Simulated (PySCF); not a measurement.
PySCF input (MN15/def2-TZVPD):

```python
from pyscf import gto, scf, dft

mol = gto.M(
    atom='''
    Ge   -0.00000000   -0.00000000   -0.32649326
    O     0.00000000    0.00000000    1.30597304
    ''',
    basis='def2-tzvpd',
    charge=0,
    spin=0,
    verbose=4,
)

mf = dft.RKS(mol, xc='mn15').density_fit(auxbasis='def2-universal-jkfit')
mf.grids.level = 4
mf.conv_tol = 1e-9
mf.max_cycle = 100
mf.max_memory = 1500
mf.kernel()
if not mf.converged:
    mf = mf.newton()
    mf.kernel(mf.make_rdm1())
mf.analyze()
```

Output:

```
PySCF version 2.14.0

[INPUT] verbose = 4
[INPUT] num. atoms = 2
[INPUT] num. electrons = 40
[INPUT] charge = 0
[INPUT] spin (= nelec alpha-beta = 2S) = 0
[INPUT] symmetry False subgroup None
[INPUT] Mole.unit = angstrom
[INPUT] Symbol           X                Y                Z      unit          X                Y                Z       unit  Magmom
[INPUT]  1 Ge     0.000000000000   0.000000000000  -0.326493260000 AA    0.000000000000   0.000000000000  -0.616982842916 Bohr   0.0
[INPUT]  2 O      0.000000000000   0.000000000000   1.305973040000 AA    0.000000000000   0.000000000000   2.467931371666 Bohr   0.0

nuclear repulsion = 82.9844793705818
number of shells = 32
number of NR pGTOs = 161
number of NR cGTOs = 94
basis = def2-tzvpd
ecp = {}

******** <class 'pyscf.df.df_jk.DFRKS'> ********
method = DFRKS
initial guess = minao
damping factor = 0
level_shift factor = 0
DIIS = <class 'pyscf.scf.diis.CDIIS'>
diis_start_cycle = 1
diis_space = 8
diis_damp = 0
SCF conv_tol = 1e-09
SCF conv_tol_grad = None
SCF max_cycles = 100
direct_scf = False
XC library pyscf.dft.libxc version 7.1.2
    S. Lehtola, C. Steigemann, M. J. T. Oliveira, and M. A. L. Marques,  SoftwareX 7, 1–5 (2018)
XC functionals = mn15
    H. S. Yu, X. He, S. L. Li, and D. G. Truhlar,  Chem. Sci. 7, 5032–5051 (2016)
    H. S. Yu, X. He, S. L. Li, and D. G. Truhlar,  Chem. Sci. 7, 5032–5051 (2016)
radial grids:
    Treutler-Ahlrichs [JCP 102, 346 (1995); DOI:10.1063/1.469408] (M4) radial grids

becke partition: Becke, JCP 88, 2547 (1988); DOI:10.1063/1.454033
pruning grids: <function nwchem_prune>
grids dens level: 4
symmetrized grids: False
atomic radii adjust function: <function treutler_atomic_radii_adjust>
small_rho_cutoff = 0
Set gradient conv threshold to 3.16228e-05
Initial guess from minao.
tot grids = 58448
******** <class 'pyscf.df.df.DF'> ********
auxbasis = def2-universal-jkfit
init E= -2151.77317752727
  HOMO = -0.324014575486991  LUMO = -0.0793191393262925  gap/eV = 6.65850
cycle= 1 E= -2152.1634490471  delta_E= -0.39  |g|= 1.44  |ddm|= 1.45
  HOMO = -0.112266945402361  LUMO = 0.0214842055481266  gap/eV = 3.63955
cycle= 2 E= -2148.57237379916  delta_E= 3.59  |g|= 3.69  |ddm|= 2.76
  HOMO = -0.354875288032694  LUMO = -0.07542170221199  gap/eV = 7.60432
cycle= 3 E= -2152.40875176437  delta_E= -3.84  |g|= 0.646  |ddm|= 2.46
  HOMO = -0.32090788634812  LUMO = -0.0611952492212863  gap/eV = 7.06714
cycle= 4 E= -2152.4923350693  delta_E= -0.0836  |g|= 0.268  |ddm|= 0.46
  HOMO = -0.341635296976345  LUMO = -0.0658259998517084  gap/eV = 7.50515
cycle= 5 E= -2152.49953391339  delta_E= -0.0072  |g|= 0.0634  |ddm|= 0.119
  HOMO = -0.342092257081572  LUMO = -0.0622024175121535  gap/eV = 7.61619
cycle= 6 E= -2152.50027378482  delta_E= -0.00074  |g|= 0.0294  |ddm|= 0.0334
  HOMO = -0.343464778405306  LUMO = -0.062211526774064  gap/eV = 7.65329
cycle= 7 E= -2152.50043632594  delta_E= -0.000163  |g|= 0.00848  |ddm|= 0.0128
  HOMO = -0.34399358520271  LUMO = -0.0623700808892151  gap/eV = 7.66337
cycle= 8 E= -2152.50045047992  delta_E= -1.42e-05  |g|= 0.00109  |ddm|= 0.00422
  HOMO = -0.344000728559663  LUMO = -0.0623278876047969  gap/eV = 7.66471
cycle= 9 E= -2152.5004507141  delta_E= -2.34e-07  |g|= 6.69e-05  |ddm|= 0.000908
  HOMO = -0.343998520967815  LUMO = -0.0623278319269256  gap/eV = 7.66465
cycle= 10 E= -2152.50045071501  delta_E= -9.14e-10  |g|= 8.68e-06  |ddm|= 7.43e-05
  HOMO = -0.343995868862747  LUMO = -0.0623266315621301  gap/eV = 7.66461
Extra cycle  E= -2152.50045071494  delta_E= 7.46e-11  |g|= 2.17e-05  |ddm|= 2.06e-05
converged SCF energy = -2152.50045071494
**** SCF Summaries ****
Total Energy =                       -2152.500450714937415
Nuclear Repulsion Energy =              82.984479370581795
One-electron Energy =                -3162.094905834693236
Two-electron Energy =                  926.609975749173827
Two-electron Coulomb Energy =         1014.336099480975804
DFT Exchange-Correlation Energy =      -87.726123731801948
HOMO-LUMO gap [eV] =                     7.664610346146059
**** MO energy ****
MO #1   energy= -396.232761923507  occ= 2
MO #2   energy= -48.7604685122162  occ= 2
MO #3   energy= -44.0261685551439  occ= 2
MO #4   energy= -44.0261685551437  occ= 2
MO #5   energy= -44.0212066565009  occ= 2
MO #6   energy= -18.8093942068684  occ= 2
MO #7   energy= -5.96872652941961  occ= 2
MO #8   energy= -4.368566862149    occ= 2
MO #9   energy= -4.36856686214899  occ= 2
MO #10  energy= -4.35500741094252  occ= 2
MO #11  energy= -1.31909102272958  occ= 2
MO #12  energy= -1.31909084321226  occ= 2
MO #13  energy= -1.3164140703222   occ= 2
MO #14  energy= -1.30961890577076  occ= 2
MO #15  energy= -1.30961890577074  occ= 2
MO #16  energy= -0.95560993595177  occ= 2
MO #17  energy= -0.497181550938464 occ= 2
MO #18  energy= -0.359570551305717 occ= 2
MO #19  energy= -0.35957055130571  occ= 2
MO #20  energy= -0.343995868862747 occ= 2
MO #21  energy= -0.0623266315621301 occ= 0
MO #22  energy= -0.0623266315620486 occ= 0
MO #23  energy= 0.0472115011642009 occ= 0
MO #24  energy= 0.0671751393324345 occ= 0
MO #25  energy= 0.12844128397205   occ= 0
MO #26  energy= 0.128441293747339  occ= 0
MO #27  energy= 0.141172030091379  occ= 0
MO #28  energy= 0.141172030091388  occ= 0
MO #29  energy= 0.142044012241314  occ= 0
MO #30  energy= 0.162314110660519  occ= 0
MO #31  energy= 0.162314110660551  occ= 0
MO #32  energy= 0.212580099696062  occ= 0
MO #33  energy= 0.273180671319984  occ= 0
MO #34  energy= 0.354444610506655  occ= 0
MO #35  energy= 0.354444626354742  occ= 0
MO #36  energy= 0.376775899746214  occ= 0
MO #37  energy= 0.376775899746232  occ= 0
MO #38  energy= 0.390478585914531  occ= 0
MO #39  energy= 0.443617887720737  occ= 0
MO #40  energy= 0.443617887720808  occ= 0
MO #41  energy= 0.471541531935176  occ= 0
MO #42  energy= 0.47154154475993   occ= 0
MO #43  energy= 0.474843332505408  occ= 0
MO #44  energy= 0.574178905683777  occ= 0
MO #45  energy= 0.574178905683784  occ= 0
MO #46  energy= 0.598435242039369  occ= 0
MO #47  energy= 0.702324006047157  occ= 0
MO #48  energy= 0.786749363980263  occ= 0
MO #49  energy= 0.786749363980296  occ= 0
MO #50  energy= 0.855237559792762  occ= 0
MO #51  energy= 1.03575063486932   occ= 0
MO #52  energy= 1.03575063486936   occ= 0
MO #53  energy= 1.03936338783185   occ= 0
MO #54  energy= 1.03936338861636   occ= 0
MO #55  energy= 1.04140529703932   occ= 0
MO #56  energy= 1.04140529703938   occ= 0
MO #57  energy= 1.06253839406087   occ= 0
MO #58  energy= 1.12477902462054   occ= 0
MO #59  energy= 1.12477904007626   occ= 0
MO #60  energy= 1.16239276036843   occ= 0
MO #61  energy= 1.28440561087238   occ= 0
MO #62  energy= 1.28440561087242   occ= 0
MO #63  energy= 1.53180803472442   occ= 0
MO #64  energy= 1.78783430144551   occ= 0
MO #65  energy= 1.78783692371905   occ= 0
MO #66  energy= 2.0727321286301    occ= 0
MO #67  energy= 2.07273212863012   occ= 0
MO #68  energy= 2.1927234580854    occ= 0
MO #69  energy= 2.66669584446554   occ= 0
MO #70  energy= 2.66669701158253   occ= 0
MO #71  energy= 2.66917033378203   occ= 0
MO #72  energy= 2.66917033378207   occ= 0
MO #73  energy= 2.68493632767324   occ= 0
MO #74  energy= 2.7874747142551    occ= 0
MO #75  energy= 2.78747471425515   occ= 0
MO #76  energy= 3.04119213824997   occ= 0
MO #77  energy= 3.60734483645635   occ= 0
MO #78  energy= 3.70683974632069   occ= 0
MO #79  energy= 3.7068397463207    occ= 0
MO #80  energy= 4.12387124807377   occ= 0
MO #81  energy= 5.06391585341553   occ= 0
MO #82  energy= 5.06391585341555   occ= 0
MO #83  energy= 5.10981087414915   occ= 0
MO #84  energy= 5.10981204066555   occ= 0
MO #85  energy= 5.25441290239324   occ= 0
MO #86  energy= 5.25441290239328   occ= 0
MO #87  energy= 5.35165305481868   occ= 0
MO #88  energy= 5.70595614903856   occ= 0
MO #89  energy= 6.25545510907865   occ= 0
MO #90  energy= 6.25548612475742   occ= 0
MO #91  energy= 6.45338662709462   occ= 0
MO #92  energy= 6.45338662709467   occ= 0
MO #93  energy= 6.82633750170347   occ= 0
MO #94  energy= 41.8384200165614   occ= 0
 ** Mulliken pop on meta-lowdin orthogonal AOs  **
 ** Mulliken pop  **
pop of  0 Ge 1s           1.99997
pop of  0 Ge 2s           1.99933
pop of  0 Ge 3s           1.99656
pop of  0 Ge 4s           1.79079
pop of  0 Ge 5s           0.01720
pop of  0 Ge 6s           0.00248
pop of  0 Ge 7s           0.00066
pop of  0 Ge 2px          1.99996
pop of  0 Ge 2py          1.99996
pop of  0 Ge 2pz          1.99996
pop of  0 Ge 3px          1.99948
pop of  0 Ge 3py          1.99948
pop of  0 Ge 3pz          1.99957
pop of  0 Ge 4px          0.40188
pop of  0 Ge 4py          0.40188
pop of  0 Ge 4pz          0.69791
pop of  0 Ge 5px          0.00230
pop of  0 Ge 5py          0.00230
pop of  0 Ge 5pz          0.01013
pop of  0 Ge 6px          0.00009
pop of  0 Ge 6py          0.00009
pop of  0 Ge 6pz          0.00016
pop of  0 Ge 3dxy         1.99968
pop of  0 Ge 3dyz         1.99955
pop of  0 Ge 3dz^2        1.99843
pop of  0 Ge 3dxz         1.99955
pop of  0 Ge 3dx2-y2      1.99968
pop of  0 Ge 4dxy         0.00019
pop of  0 Ge 4dyz         0.00615
pop of  0 Ge 4dz^2        0.00295
pop of  0 Ge 4dxz         0.00615
pop of  0 Ge 4dx2-y2      0.00019
pop of  0 Ge 5dxy         0.00008
pop of  0 Ge 5dyz         0.00347
pop of  0 Ge 5dz^2        0.00084
pop of  0 Ge 5dxz         0.00347
pop of  0 Ge 5dx2-y2      0.00008
pop of  0 Ge 6dxy         0.00002
pop of  0 Ge 6dyz         0.00007
pop of  0 Ge 6dz^2        0.00014
pop of  0 Ge 6dxz         0.00007
pop of  0 Ge 6dx2-y2      0.00002
pop of  0 Ge 7dxy         0.00001
pop of  0 Ge 7dyz         0.00003
pop of  0 Ge 7dz^2        0.00011
pop of  0 Ge 7dxz         0.00003
pop of  0 Ge 7dx2-y2      0.00001
pop of  0 Ge 4f-3         0.00000
pop of  0 Ge 4f-2         0.00000
pop of  0 Ge 4f-1         0.00087
pop of  0 Ge 4f+0         0.00030
pop of  0 Ge 4f+1         0.00087
pop of  0 Ge 4f+2         0.00000
pop of  0 Ge 4f+3         0.00000
pop of  1 O 1s            1.99985
pop of  1 O 2s            1.77858
pop of  1 O 3s            0.00694
pop of  1 O 4s            0.00372
pop of  1 O 5s            0.00203
pop of  1 O 6s            0.00048
pop of  1 O 2px           1.57968
pop of  1 O 2py           1.57968
pop of  1 O 2pz           1.67652
pop of  1 O 3px           0.00084
pop of  1 O 3py           0.00084
pop of  1 O 3pz           0.00115
pop of  1 O 4px           0.00039
pop of  1 O 4py           0.00039
pop of  1 O 4pz           0.00145
pop of  1 O 5px           0.00116
pop of  1 O 5py           0.00116
pop of  1 O 5pz           0.00121
pop of  1 O 3dxy          0.00000
pop of  1 O 3dyz          0.00349
pop of  1 O 3dz^2         0.00797
pop of  1 O 3dxz          0.00349
pop of  1 O 3dx2-y2       0.00000
pop of  1 O 4dxy          0.00000
pop of  1 O 4dyz          0.00049
pop of  1 O 4dz^2         0.00216
pop of  1 O 4dxz          0.00049
pop of  1 O 4dx2-y2       0.00000
pop of  1 O 5dxy          0.00000
pop of  1 O 5dyz          0.00003
pop of  1 O 5dz^2         0.00011
pop of  1 O 5dxz          0.00003
pop of  1 O 5dx2-y2       0.00000
pop of  1 O 4f-3          0.00000
pop of  1 O 4f-2          0.00000
pop of  1 O 4f-1          0.00009
pop of  1 O 4f+0          0.00032
pop of  1 O 4f+1          0.00009
pop of  1 O 4f+2          0.00000
pop of  1 O 4f+3          0.00000
 ** Mulliken atomic charges  **
charge of    0Ge =      0.65481
charge of    1O =     -0.65481
Dipole moment(X, Y, Z, Debye): -0.00000,  0.00000, -3.52401
```
